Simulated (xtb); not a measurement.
C4H5, SMILES [CH]=CC=C (connectivity only; charge and spin as stated), charge +1, multiplicity 1. All values are semi-empirical tight-binding results from xtb (GFN2-xTB unless named), good for trends rather than for accurate numbers. Geometry: GFN2-xTB. The multiplicity is an assumed one; other spin states were not compared. The isomer is the one that the SMILES or the coordinates give; other isomers of the formula were not compared. The values are those of a single conformer.

Computed properties:
```yaml
point_group_as_xtb_finds_it: Cs
orbital_gap: 1.63 eV
zero_point_energy: 41.3 kcal/mol
G − E(el) at 298.15 K (modified RRHO): 24.3 kcal/mol
static polarisability (D4 model): 43.4 bohr³
solvation energy, GFN2-xTB/ALPB(water): -61.8 kcal/mol
solvation energy, GFN2-xTB/ALPB(acetonitrile): -54.5 kcal/mol
```

Problem. Give the IR lines (harmonic; lines under 4 % of the strongest left out, lines within 3 cm⁻¹ merged). (Estimate from the structure and the level; the computed values follow.)

Solution. ν (cm⁻¹): 152 (w), 497 (w), 593 (m), 638 (m), 719 (m), 879 (w), 980 (m), 1353 (w), 1853 (w), 2739 (s), 3088 (m), 3198 (vs) (against the strongest line: vs over 80 %, s over 45 %, m over 15 %, w over 4 %, vw less)
